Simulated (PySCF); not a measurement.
# Potential energy of ICl along the bond

Set-up: basis I def2-TZVPP with ECP28, Cl def2-TZVPP; scalar-relativistic core potentials; PySCF 2.14. Energies in eV from I + Cl in their ground configurations at the same level. State: ¹Σ⁺ (singlet), closed shell.

Curves on a restricted Hartree–Fock reference rise too fast on stretching and do not dissociate correctly.

| R (Å) | RHF-SCS-MP2 | B2PLYP | BP86 |
| --- | --- | --- | --- |
| 1.995 | -0.818 | -0.807 | -1.067 |
| 2.088 | -1.608 | -1.605 | -1.874 |
| 2.181 | -2.032 | -2.040 | -2.325 |
| 2.250 | -2.180 | -2.198 | -2.498 |
| 2.320 | -2.223 | -2.251 | -2.568 |
| 2.390 | -2.188 | -2.227 | -2.561 |
| 2.482 | -2.057 | -2.110 | -2.468 |
| 2.598 | -1.808 | -1.877 | -2.265 |
| 2.738 | -1.448 | -1.532 | -1.955 |
| 2.923 | -0.946 | -1.044 | -1.507 |

Problem. Put a parabola through the three lowest points of the RHF-SCS-MP2 curve and estimate Re, k and ωe (reduced mass 27.41 u; 1 eV/Å² = 0.16022 mdyn/Å; ωe = 1302.8·√(k/μ) cm⁻¹).

Solution. Through R = 2.25, 2.32, 2.39 Å the second-order coefficient is 7.96 eV/Å², so Re ≈ 2.324 Å, k ≈ 2.55 mdyn/Å and ωe ≈ 397 cm⁻¹. A polynomial fit of higher order to the unrounded RHF-SCS-MP2 energies gives Re = 2.320 Å, k = 2.55 mdyn/Å, ωe = 397 cm⁻¹; anharmonicity and rounding make the difference.

The higher-order fit for each curve: RHF-SCS-MP2: Re = 2.320 Å, ωe = 397 cm⁻¹, De = 2.22 eV; B2PLYP: Re = 2.330 Å, ωe = 388 cm⁻¹, De = 2.25 eV; BP86: Re = 2.347 Å, ωe = 371 cm⁻¹, De = 2.57 eV.

Correlated steps freeze 9 core orbitals. Spin–orbit coupling is left out, which matters for elements this heavy, above all for dissociation energies. Where the molecule has an RHF reference, its open-shell atoms are computed with UHF. B2PLYP dipoles, levels and charges come from its SCF part alone.
